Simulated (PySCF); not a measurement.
Magnetic susceptibility: SMILES C/C=C/S(=O)(=O)CF, C₄H₇FO₂S

Molfile (atoms numbered from 1):
```
C4H7FO2S
     RDKit          3D

 15 14  0  0  0  0  0  0  0  0999 V2000
    2.5949    0.3172   -0.0333 C   0  0  0  0  0  0  0  0  0  0  0  0
    1.2330   -0.2650   -0.1458 C   0  0  0  0  0  0  0  0  0  0  0  0
    0.2496   -0.1050    0.7184 C   0  0  0  0  0  0  0  0  0  0  0  0
   -1.3229   -0.8730    0.3922 S   0  0  0  0  0  6  0  0  0  0  0  0
   -1.1869   -1.8326   -0.6645 O   0  0  0  0  0  0  0  0  0  0  0  0
   -1.9326   -1.2935    1.6234 O   0  0  0  0  0  0  0  0  0  0  0  0
   -2.3540    0.5359   -0.2343 C   0  0  0  0  0  0  0  0  0  0  0  0
   -1.5798    1.2603   -1.0835 F   0  0  0  0  0  0  0  0  0  0  0  0
    2.7059    0.8989    0.8777 H   0  0  0  0  0  0  0  0  0  0  0  0
    2.7873    0.9563   -0.8936 H   0  0  0  0  0  0  0  0  0  0  0  0
    3.3372   -0.4792   -0.0458 H   0  0  0  0  0  0  0  0  0  0  0  0
    1.0325   -0.8761   -1.0163 H   0  0  0  0  0  0  0  0  0  0  0  0
    0.2885    0.4560    1.6338 H   0  0  0  0  0  0  0  0  0  0  0  0
   -3.2119    0.1432   -0.7793 H   0  0  0  0  0  0  0  0  0  0  0  0
   -2.6453    1.1647    0.6064 H   0  0  0  0  0  0  0  0  0  0  0  0
  1  2  1  0
  2  3  2  0
  3  4  1  0
  4  5  2  0
  4  6  2  0
  4  7  1  0
  7  8  1  0
  1  9  1  0
  1 10  1  0
  1 11  1  0
  2 12  1  0
  3 13  1  0
  7 14  1  0
  7 15  1  0
M  END
```

Computed with GIAO HF/pcSseg-1 magnetisability, rotational g tensor and spin-rotation constants, non-relativistic, gas phase (PySCF). Geometry: GFN2-xTB.

Q: What are the magnetisability and the molar susceptibility?

A: Isotropic -1203 × 10⁻³⁰ J/T², or -72.5 × 10⁻⁶ cm³/mol; principal values -1324, -1188, -1097 × 10⁻³⁰ J/T², anisotropy 198 × 10⁻³⁰ J/T² (root of half the summed squared differences of the principal values). The susceptibility is in cgs units.

Q: Split it along the inertial axes a, b, c into diamagnetic and paramagnetic parts about the centre of mass, with the quadrupole moment.

A: 
```csv
axis,χ (10⁻⁶ cm³/mol),diamagnetic (10⁻⁶ cm³/mol),paramagnetic (10⁻⁶ cm³/mol),summed x² of all electrons (Å²),quadrupole Θ (D Å)
a,-71.6,-575.0,503.4,203.1,+14.73
b,-79.7,-1051.1,971.4,90.9,-11.51
c,-66.1,-1247.5,1181.4,44.6,-3.21
```
Anisotropies 2χaa − χbb − χcc = +2.6 and 2χbb − χaa − χcc = -21.6 × 10⁻⁶ cm³/mol. Θ is traceless in Buckingham's convention.

Q: And the rotational g tensor?

A: 
```csv
axis,rotational constant (GHz),g,nuclear part,electronic part
a,2.3738,-0.0374,0.5240,-0.5614
b,1.2897,-0.0061,0.5825,-0.5886
c,1.0322,-0.0138,0.5591,-0.5729
```
Asymmetric top; isotopes 12C, 19F, 1H, 16O, 32S; no vibrational averaging.
